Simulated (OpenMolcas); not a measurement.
**3s2 3p along the 13-electron sequence**

```
Program             : OpenMolcas
Method              : SS-CASPT2, IPEA 0.25 Eh, imaginary shift 0.1 Eh
Basis               : ANO-RCC-VTZP
Scalar Hamiltonian  : DKH2, point nucleus
Spin-orbit coupling : state interaction with AMFI integrals over the reference wave functions, term energies averaged over their components
```

Active space for each ion: 3 electrons in 8 orbitals (3s 3p 4s 4p); closed shells correlated by CASPT2: 2s 2p.

Computed levels in cm-1 above 2P* 1/2:

| Level | P2+ | S3+ | Cl4+ | Ar5+ |
| --- | --- | --- | --- | --- |
| 2P* 3/2 | 487 | 835 | 1355 | 2030 |
| weight of 2P* in the lowest level (%) | 100 | 100 | 100 | 100 |

Measured, with the error of the calculation in %. Measured levels: P2+ from Martin, Zalubas and Musgrove, J. Phys. Chem. Ref. Data 14, 751 (1985); S3+ from NIST levels in Podobedova, Kelleher and Wiese, J. Phys. Chem. Ref. Data 38, 171 (2009); Ar5+ from Saloman, J. Phys. Chem. Ref. Data 39, 033101 (2010).

```csv
Level,P2+,S3+,Ar5+
2P* 3/2,559 (-12.9),951 (-12.2),2208 (-7.9)
```

The fine-structure level 2P* 3/2 changes by a factor of 4.17 from P2+ to Ar5+. Its fourth root runs 4.70, 5.38, 6.07, 6.71, with steps per unit of Z of 0.68, 0.69, 0.65; equal steps would mean a (Z - σ)^4 law with constant σ.

Over all roots computed the reference weight is 0.86 to 0.99 in P2+, 0.88 to 0.99 in S3+, 0.89 to 0.99 in Cl4+, 0.90 to 0.99 in Ar5+; the roots of lowest weight are the least certain, and an intruder state may touch them. The run also gave levels led by 3s2 4p, which use shells meant for correlation; these and all levels above them are left out (holds for P2+). Active for correlation alone: 4p 4s; no level in the range computed is led by a configuration that fills them, so any true level of that kind is missing (holds for S3+; Cl4+; Ar5+). Measured partners are found by configuration, term and J. A level has none where our copy of the source lacks it or the pairing is in doubt (some pairs that miss far off the trend of their configuration count as doubtful), and it then counts in no deviation. Levels of configurations outside the active space are missing.

* marks odd parity.
